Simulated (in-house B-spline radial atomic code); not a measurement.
Configurations of the praseodymium ion Pr⁴⁺, with energies counted from [Xe] 4f1. All numbers are computed (scalar-relativistic (X2C) wB97X, spin-polarised, spherical fractional occupations; Fermi nucleus of rms radius 4.8919 fm) with a B-spline radial code for spherical atoms, not measured. Shells without spins written out take the highest spin.

Caution: exact exchange at fractional occupations of open shells leaves self-interaction of up to several eV.

Occupations are held fixed; configurations that lie above the ionisation limit could autoionise.

| configuration | E - E(ref) (eV) | highest orbital | its <r> (bohr) |
| --- | --- | --- | --- |
| [Kr] 4d10 4f2 5s2 5p5 | 19.518 | 4f up | 0.9844 |
| [Xe] 6f(0 up, 1 down) | 41.183 | 6f down | 6.342 |
| [Kr] 4d10 4f1 5s2 5p5 6p1 | 43.132 | 6p up | 3.469 |
| [Kr] 4d9 4f2 5s2 5p6 | 119.67 | 4f up | 0.9153 |
| [Kr] 4d(4 up, 5 down) 4f(1 up, 0 down) 5s2 5p6 6s(0 up, 1 down) | 143.07 | 6s down | 2.949 |
| [Kr] 4d9 4f1 5s2 5p6 6p1 | 149.76 | 6p up | 3.421 |

Question: Order these further configurations by energy, lowest first.
A. [Kr] 4d9 4f1 5s2 5p6 6f1
B. [Kr] 4d10 4f1 5s2 5p5 6s1
C. [Kr] 4d9 4f1 5s2 5p6 6d1
D. [Xe] 6s(1 up, 0 down)
E. [Kr] 4d9 4f1 5s2 5p6 5f1

Answer: D (18.317 eV), B (35.324 eV), C (157.55 eV), E (158.11 eV), A (164.79 eV).

Question: How far above the reference does [Kr] 4d10 4f(1 up, 0 down) 5s2 5p(3 up, 2 down) 5d(1 up, 0 down) lie?

Answer: 30.969 eV; its least bound orbital is 5d up with <r> = 2.051 bohr.
